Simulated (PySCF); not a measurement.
Computed Raman spectrum (relative Raman activity) of a molecule C3H7FSi. The structure is a stationary point at PBE-D3(BJ)/def2-SVP. One conformer was computed; it need not be the lowest. The numbers are results of PBE-D3(BJ)/def2-SVP run with PySCF, not measurements. Frequencies are harmonic and unscaled.

ν (cm⁻¹): 569 (w), 666 (vw), 723 (w), 830 (w), 872 (w), 906 (w), 926 (vw), 933 (w), 997 (vw), 1138 (vw), 1184 (w), 1275 (w), 1392 (w), 1437 (vw), 2163 (vs), 2177 (s), 3055 (m), 3058 (vs), 3080 (s), 3144 (s), 3154 (m) (against the strongest line: vs over 80 %, s over 45 %, m over 15 %, w over 4 %, vw less)

Question: Pick the molecule that these values belong to.
A. C=C(C)[SiH2]F
B. FC1([SiH3])CC1
C. C[SiH2]/C=C\F
D. F[SiH2]C1CC1

Answer: D, F[SiH2]C1CC1
